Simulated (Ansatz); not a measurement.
H4OSi (SMILES O[SiH3]) moved off its minimum; all values from Ansatz (a quantum-chemistry and plane-wave program), cores frozen in correlated methods.
(charge 0, multiplicity 1)
```xyz
6

Si    -0.5275     0.2320     0.0693
O      1.0860    -0.2496    -0.1639
H     -0.8037     1.5380    -0.0939
H     -1.2424    -0.7634    -1.0190
H     -1.0135    -0.3401     1.3958
H      1.6088     0.1265     0.4759
```

```csv
level,largest force (eV/Å),on atom,rms difference from CCSD(T)/aug-cc-pV(T+d)Z (eV/Å),dipole (D)
HF/def2-TZVPP,7.04,Si1,0.481,2.28
PBE/def2-TZVPP,6.13,Si1,0.185,1.90
r2SCAN/def2-TZVPP,6.38,Si1,0.068,1.98
B3LYP/def2-TZVPP,6.32,Si1,0.035,2.03
wB97M-V/def2-TZVPP,6.35,Si1,0.059,2.06
MP2/aug-cc-pV(T+d)Z,6.43,Si1,0.059,2.03
CCSD(T)/aug-cc-pV(T+d)Z,6.34,Si1,0.000,2.00
```

The differences count from one level among others, with limits of its own. Forces at CCSD(T)/aug-cc-pV(T+d)Z (eV/Å):

| atom | Fx | Fy | Fz |
|---|---|---|---|
| Si1 | 0.199 | -6.277 | -0.834 |
| O2 | -2.948 | -0.392 | -1.865 |
| H3 | -0.529 | 3.170 | -0.371 |
| H4 | 0.666 | 1.596 | 1.196 |
| H5 | 0.229 | 0.660 | -0.412 |
| H6 | 2.382 | 1.242 | 2.286 |
